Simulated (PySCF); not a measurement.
H7NOSi2Te.
Atom-mapped SMILES: `[NH2:1][Si@@H:2]([TeH:3])[O:4][SiH3:5]` (hydrogens: H6, H7 on N1; H8 on Si2; H9 on Te3; H10, H11, H12 on Si5)

Method: PySCF 2.14.0, PBE0-D3(BJ)/def2-SVP geometry optimisation, gas phase, def2 core potentials past Kr.

Q: Give the optimised bond lengths and angles.

A: 
```csv
bond,length (Å),order
N1–Si2,1.710,single
Si2–Te3,2.508,single
Si2–O4,1.661,single
O4–Si5,1.658,single
"N1–H6, N1–H7",1.013,single
Si2–H8,1.484,single
Te3–H9,1.665,single
"Si5–H10, Si5–H11, Si5–H12",1.493,single
```

Bonds in one row agree within 0.01 Å and their mean is given. Orders are formal, as drawn. A selection of angles:
```csv
angle,degrees
Si2–N1–H6,121.1
H6–N1–H7,112.6
N1–Si2–Te3,108.0
N1–Si2–O4,116.8
N1–Si2–H8,107.0
Te3–Si2–O4,104.4
Te3–Si2–H8,114.7
O4–Si2–H8,106.2
Si2–Te3–H9,90.6
Si2–O4–Si5,145.1
O4–Si5–H10,108.4
O4–Si5–H11,110.5
O4–Si5–H12,110.0
H10–Si5–H11,109.4
```

Torsions: N1–Si2–O4–Si5 -80° (synclinal).

N1 (silicon-bound nitrogen) has angles 122.2°, 121.1° and 112.6°, sum 355.8°, 0.14 Å off the plane of its three neighbours. Te3 (tellurium bonded to Si and H) is bent (angle 90.6°). Si2 (oxygen-bound silicon) is distorted tetrahedral (angles from 104.4° to 116.8°). O4 (siloxane oxygen) is bent (angle 145.1°). Si5 (oxygen-bound silicon) is tetrahedral (angles from 108.4° to 110.5°).

Point group: C1 (no symmetry element, even within 0.4 Å). Stationary, but not proved a minimum. One conformer, not necessarily the lowest (H–N1–Si2–Te3 159° and -46°, N1–Si2–Te3–H -46°, N1–Si2–O4–Si5 -80°).

Time: 76 s wall; peak memory 0.54 GiB. Hardware: an Arm Neoverse V1 with one thread, shared host. These figures are those of the optimisation.
